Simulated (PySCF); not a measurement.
C2H6ClGa, singlet, geometry from GFN2-xTB (such geometries of metal compounds can be far from the true shape), with bond 10-1 at 1.6 times its length; B3LYP/3-21G (PySCF).

Here is a job for PySCF.
```python
from pyscf import gto, scf, dft

mol = gto.M(
    atom='''
Ga   -0.23882611    0.10083400   -0.14092768
C    -1.80146295   -1.21572828   -0.23393842
H    -1.48974737   -2.11234972   -0.77670352
H    -2.67761150   -0.79304802   -0.72665403
H    -2.07741138   -1.52198383    0.77883123
C    -0.06504875    2.00184560   -0.87573406
H     0.73235088    2.03166984   -1.62340480
H     0.21697965    2.67872738   -0.06457972
H    -0.98796556    2.36112255   -1.33204575
Cl    2.48551543   -1.04748358    1.47480125
''',
    basis='3-21g',
    verbose=4,
)

mf = dft.RKS(mol)
mf.xc = 'b3lyp'
mf.diis = False
mf.max_cycle = 100
mf.kernel()
```

**Question.** What does PySCF print? Leave out banner, timings and long lists.

**Answer.** 
```
PySCF version 2.14.0

[INPUT] verbose = 4
[INPUT] num. atoms = 10
[INPUT] num. electrons = 66
[INPUT] charge = 0
[INPUT] spin (= nelec alpha-beta = 2S) = 0
[INPUT] symmetry False subgroup None
[INPUT] Mole.unit = angstrom
[INPUT] Symbol           X                Y                Z      unit          X                Y                Z       unit  Magmom
[...]
nuclear repulsion = 280.635886993127
number of shells = 39
number of NR pGTOs = 129
number of NR cGTOs = 65
basis = 3-21g
ecp = {}

******** <class 'pyscf.dft.rks.RKS'> ********
method = RKS
initial guess = minao
damping factor = 0
level_shift factor = 0
DIIS disabled
SCF conv_tol = 1e-09
SCF conv_tol_grad = None
SCF max_cycles = 100
direct_scf = True
direct_scf_tol = 1e-13
XC library pyscf.dft.libxc version 7.1.2
    S. Lehtola, C. Steigemann, M. J. T. Oliveira, and M. A. L. Marques,  SoftwareX 7, 1–5 (2018)
XC functionals = b3lyp
    P. J. Stephens, F. J. Devlin, C. F. Chabalowski, and M. J. Frisch,  J. Phys. Chem. 98, 11623 (1994)
radial grids:
    Treutler-Ahlrichs [JCP 102, 346 (1995); DOI:10.1063/1.469408] (M4) radial grids

becke partition: Becke, JCP 88, 2547 (1988); DOI:10.1063/1.454033
pruning grids: <function nwchem_prune>
grids dens level: 3
symmetrized grids: False
atomic radii adjust function: <function treutler_atomic_radii_adjust>
small_rho_cutoff = 0
Set gradient conv threshold to 3.16228e-05
Initial guess from minao.
tot grids = 126872
init E= -2450.61441635231
[...]
cycle= 1 E= -2452.74159112182  delta_E= -2.13  |g|= 0.523  |ddm|= 2.44
[...]
cycle= 2 E= -2450.40754490815  delta_E= 2.33  |g|= 1.92  |ddm|= 3.13
[...]
cycle= 3 E= -2420.73062822453  delta_E= 29.7  |g|= 8.79  |ddm|= 14.8
[...]
cycle= 4 E= -2432.08583105374  delta_E= -11.4  |g|= 3.91  |ddm|= 19.5
[...]
cycle= 5 E= -2362.71778621405  delta_E= 69.4  |g|= 7.54  |ddm|= 31.6
[...]
cycle= 6 E= -2425.04331077867  delta_E= -62.3  |g|=  5.8  |ddm|= 31.2
[...]
cycle= 7 E= -2359.25199848463  delta_E= 65.8  |g|= 7.59  |ddm|= 33.5
[...]
cycle= 8 E= -2423.99375224954  delta_E= -64.7  |g|= 5.93  |ddm|= 33.4
[...]
cycle= 9 E= -2358.95074006097  delta_E=   65  |g|= 7.59  |ddm|= 33.7
[...]
cycle= 10 E= -2423.91071247522  delta_E=  -65  |g|= 5.94  |ddm|= 33.7
[...]
cycle= 11 E= -2358.92856882798  delta_E=   65  |g|= 7.59  |ddm|= 33.8
[...]
cycle= 12 E= -2423.90463881894  delta_E=  -65  |g|= 5.94  |ddm|= 33.8
[...]
cycle= 13 E= -2358.92695565723  delta_E=   65  |g|= 7.59  |ddm|= 33.8
[...]
cycle= 14 E= -2423.90419711696  delta_E=  -65  |g|= 5.94  |ddm|= 33.8
[...]
cycle= 15 E= -2358.92683838172  delta_E=   65  |g|= 7.59  |ddm|= 33.8
[...]
cycle= 16 E= -2423.9041650067  delta_E=  -65  |g|= 5.94  |ddm|= 33.8
[...]
cycle= 17 E= -2358.92682985637  delta_E=   65  |g|= 7.59  |ddm|= 33.8
[...]
cycle= 18 E= -2423.90416267245  delta_E=  -65  |g|= 5.94  |ddm|= 33.8
[...]
cycle= 19 E= -2358.92682923662  delta_E=   65  |g|= 7.59  |ddm|= 33.8
[...]
cycle= 20 E= -2423.90416250276  delta_E=  -65  |g|= 5.94  |ddm|= 33.8
[...]
cycle= 21 E= -2358.92682919156  delta_E=   65  |g|= 7.59  |ddm|= 33.8
[...]
cycle= 22 E= -2423.90416249042  delta_E=  -65  |g|= 5.94  |ddm|= 33.8
[...]
cycle= 23 E= -2358.92682918828  delta_E=   65  |g|= 7.59  |ddm|= 33.8
[...]
cycle= 24 E= -2423.90416248952  delta_E=  -65  |g|= 5.94  |ddm|= 33.8
[...]
cycle= 25 E= -2358.92682918804  delta_E=   65  |g|= 7.59  |ddm|= 33.8
[...]
cycle= 26 E= -2423.90416248946  delta_E=  -65  |g|= 5.94  |ddm|= 33.8
[...]
cycle= 27 E= -2358.92682918802  delta_E=   65  |g|= 7.59  |ddm|= 33.8
[...]
cycle= 28 E= -2423.90416248946  delta_E=  -65  |g|= 5.94  |ddm|= 33.8
[...]
cycle= 29 E= -2358.92682918803  delta_E=   65  |g|= 7.59  |ddm|= 33.8
[...]
cycle= 30 E= -2423.90416248945  delta_E=  -65  |g|= 5.94  |ddm|= 33.8
[...]
cycle= 31 E= -2358.92682918803  delta_E=   65  |g|= 7.59  |ddm|= 33.8
[...]
cycle= 32 E= -2423.90416248946  delta_E=  -65  |g|= 5.94  |ddm|= 33.8
[...]
cycle= 33 E= -2358.92682918803  delta_E=   65  |g|= 7.59  |ddm|= 33.8
[...]
[...]
cycle= 49 E= -2358.92682918802  delta_E=   65  |g|= 7.59  |ddm|= 33.8
[...]
cycle= 50 E= -2423.90416248945  delta_E=  -65  |g|= 5.94  |ddm|= 33.8
[...]
cycle= 51 E= -2358.92682918803  delta_E=   65  |g|= 7.59  |ddm|= 33.8
[...]
cycle= 52 E= -2423.90416248946  delta_E=  -65  |g|= 5.94  |ddm|= 33.8
[...]
cycle= 53 E= -2358.92682918803  delta_E=   65  |g|= 7.59  |ddm|= 33.8
[...]
cycle= 54 E= -2423.90416248945  delta_E=  -65  |g|= 5.94  |ddm|= 33.8
[...]
cycle= 55 E= -2358.92682918802  delta_E=   65  |g|= 7.59  |ddm|= 33.8
[...]
cycle= 56 E= -2423.90416248946  delta_E=  -65  |g|= 5.94  |ddm|= 33.8
[...]
cycle= 57 E= -2358.92682918802  delta_E=   65  |g|= 7.59  |ddm|= 33.8
[...]
cycle= 58 E= -2423.90416248945  delta_E=  -65  |g|= 5.94  |ddm|= 33.8
[...]
cycle= 59 E= -2358.92682918801  delta_E=   65  |g|= 7.59  |ddm|= 33.8
[...]
cycle= 60 E= -2423.90416248945  delta_E=  -65  |g|= 5.94  |ddm|= 33.8
[...]
cycle= 61 E= -2358.92682918802  delta_E=   65  |g|= 7.59  |ddm|= 33.8
[...]
cycle= 62 E= -2423.90416248946  delta_E=  -65  |g|= 5.94  |ddm|= 33.8
[...]
cycle= 63 E= -2358.92682918802  delta_E=   65  |g|= 7.59  |ddm|= 33.8
[...]
cycle= 64 E= -2423.90416248946  delta_E=  -65  |g|= 5.94  |ddm|= 33.8
[...]
cycle= 65 E= -2358.92682918803  delta_E=   65  |g|= 7.59  |ddm|= 33.8
[...]
cycle= 66 E= -2423.90416248945  delta_E=  -65  |g|= 5.94  |ddm|= 33.8
[...]
cycle= 67 E= -2358.92682918802  delta_E=   65  |g|= 7.59  |ddm|= 33.8
[...]
cycle= 68 E= -2423.90416248945  delta_E=  -65  |g|= 5.94  |ddm|= 33.8
[...]
cycle= 69 E= -2358.92682918803  delta_E=   65  |g|= 7.59  |ddm|= 33.8
[...]
cycle= 70 E= -2423.90416248946  delta_E=  -65  |g|= 5.94  |ddm|= 33.8
[...]
cycle= 71 E= -2358.92682918802  delta_E=   65  |g|= 7.59  |ddm|= 33.8
[...]
cycle= 72 E= -2423.90416248945  delta_E=  -65  |g|= 5.94  |ddm|= 33.8
[...]
cycle= 73 E= -2358.92682918802  delta_E=   65  |g|= 7.59  |ddm|= 33.8
[...]
cycle= 74 E= -2423.90416248946  delta_E=  -65  |g|= 5.94  |ddm|= 33.8
[...]
cycle= 75 E= -2358.92682918802  delta_E=   65  |g|= 7.59  |ddm|= 33.8
[...]
cycle= 76 E= -2423.90416248945  delta_E=  -65  |g|= 5.94  |ddm|= 33.8
[...]
cycle= 77 E= -2358.92682918803  delta_E=   65  |g|= 7.59  |ddm|= 33.8
[...]
cycle= 78 E= -2423.90416248945  delta_E=  -65  |g|= 5.94  |ddm|= 33.8
[...]
cycle= 79 E= -2358.92682918802  delta_E=   65  |g|= 7.59  |ddm|= 33.8
[...]
cycle= 80 E= -2423.90416248945  delta_E=  -65  |g|= 5.94  |ddm|= 33.8
[...]
cycle= 81 E= -2358.92682918802  delta_E=   65  |g|= 7.59  |ddm|= 33.8
[...]
cycle= 82 E= -2423.90416248946  delta_E=  -65  |g|= 5.94  |ddm|= 33.8
[...]
cycle= 83 E= -2358.92682918803  delta_E=   65  |g|= 7.59  |ddm|= 33.8
[...]
cycle= 84 E= -2423.90416248946  delta_E=  -65  |g|= 5.94  |ddm|= 33.8
[...]
cycle= 85 E= -2358.92682918802  delta_E=   65  |g|= 7.59  |ddm|= 33.8
[...]
cycle= 86 E= -2423.90416248946  delta_E=  -65  |g|= 5.94  |ddm|= 33.8
[...]
cycle= 87 E= -2358.92682918802  delta_E=   65  |g|= 7.59  |ddm|= 33.8
[...]
cycle= 88 E= -2423.90416248945  delta_E=  -65  |g|= 5.94  |ddm|= 33.8
[...]
cycle= 89 E= -2358.92682918803  delta_E=   65  |g|= 7.59  |ddm|= 33.8
[...]
cycle= 90 E= -2423.90416248945  delta_E=  -65  |g|= 5.94  |ddm|= 33.8
[...]
cycle= 91 E= -2358.92682918802  delta_E=   65  |g|= 7.59  |ddm|= 33.8
[...]
cycle= 92 E= -2423.90416248945  delta_E=  -65  |g|= 5.94  |ddm|= 33.8
[...]
cycle= 93 E= -2358.92682918802  delta_E=   65  |g|= 7.59  |ddm|= 33.8
[...]
cycle= 94 E= -2423.90416248946  delta_E=  -65  |g|= 5.94  |ddm|= 33.8
[...]
cycle= 95 E= -2358.92682918802  delta_E=   65  |g|= 7.59  |ddm|= 33.8
[...]
cycle= 96 E= -2423.90416248946  delta_E=  -65  |g|= 5.94  |ddm|= 33.8
[...]
cycle= 97 E= -2358.92682918802  delta_E=   65  |g|= 7.59  |ddm|= 33.8
[...]
cycle= 98 E= -2423.90416248945  delta_E=  -65  |g|= 5.94  |ddm|= 33.8
[...]
cycle= 99 E= -2358.92682918802  delta_E=   65  |g|= 7.59  |ddm|= 33.8
[...]
cycle= 100 E= -2423.90416248945  delta_E=  -65  |g|= 5.94  |ddm|= 33.8
SCF not converged.
SCF energy = -2423.90416248945
```

The run did not converge; its last values are not results.
